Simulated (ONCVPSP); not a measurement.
What one change does to a pseudopotential (platinum, ONCV)

ONCVPSP 4.0.1 input, shortened (lines: element, Z, core and valence counts, functional; n l f; lmax; l rc ep ncon nbas qcut; lloc lpopt rc5 dvloc0; l nproj debl; icmod fcfact rcfact), PBEsol, scalar-relativistic:

```
  Pt 78.00   10    4  -116133      upf
    1    0    2.00
    2    0    2.00
    2    1    6.00
    3    0    2.00
    3    1    6.00
    3    2   10.00
    4    0    2.00
    4    1    6.00
    4    2   10.00
    4    3   14.00
    5    0    2.00
    5    1    6.00
    5    2    9.00
    6    0    1.00
    2
    0    1.65    0.00    4    7    9.10
    1    1.55    0.00    4    7   10.50
    2    1.45    0.00    4    7    6.40
    4    5    1.15    0.00
    0    3    1.40
    1    1    0.90
    2    3    0.40
    3    3.00    1.35
```

Change: non-relativistic.

Cutoffs: the cutoffs (Ha) at which the residual kinetic energy of the hardest occupied pseudo-wave falls to 1 and 0.1 mHa per electron; they do not see the model core or the augmentation charge, which bear on the density cutoff. Errors are all-electron minus pseudo energies relative to the spin-unpolarised reference configuration.

Problem. How do hardness, ghosts and transferability respond?

Solution. The potential gets neither clearly harder nor softer (32 Ha and 39 Ha → 33 Ha and 39 Ha); both files keep a bound ghost (d); of the 4 tests that both files solve, the error grows in 0 and shrinks in 4 by more than 15 % and 0.3 meV (median size 5.8 → 0.2 meV).

```csv
quantity,base,changed
"cutoff, loose",32 Ha,33 Ha
"cutoff, tight",39 Ha,39 Ha
loose cutoff by channel,"s 26 Ha, p 32 Ha, d 19 Ha","s 26 Ha, p 33 Ha, d 19 Ha"
bound ghosts,d,d
GHOST(+) flags under 300 eV,none,s at 195.5 eV
"error for 5s2 5p6 5d9 6s0, meV [ΔE 9.23 → 7.19 eV]",-4.9,-0.3
"error for 5s2 5p6 5d8 6s0, meV [ΔE 29.22 → 27.79 eV]",-6.6,+0.2
"error for 5s2 5p6 5d7 6s0, meV [ΔE 61.47 → 60.91 eV]",-14,+0.7
"error for 5s2 5p6 5d9 6s0.5, meV [ΔE 3.71 → 2.81 eV]",-1.8,0.0
s: phases at 1.67 bohr within 0.05 rad from the reference energy up to (Ha; the scan ends near 5),to the end of the scan,to the end of the scan
p: phases at 1.58 bohr within 0.05 rad from the reference energy up to (Ha; the scan ends near 5),0.8,1.1
d: phases at 1.48 bohr within 0.05 rad from the reference energy up to (Ha; the scan ends near 5),to the end of the scan,to the end of the scan
"rms error of d²Exc/dni dnj with the model core, mHa",1.03,0.67
```

 A true bound ghost makes a file unfit for plane-wave use even where its test errors are small: the radial tests pick states by their node count and pass the ghost by.
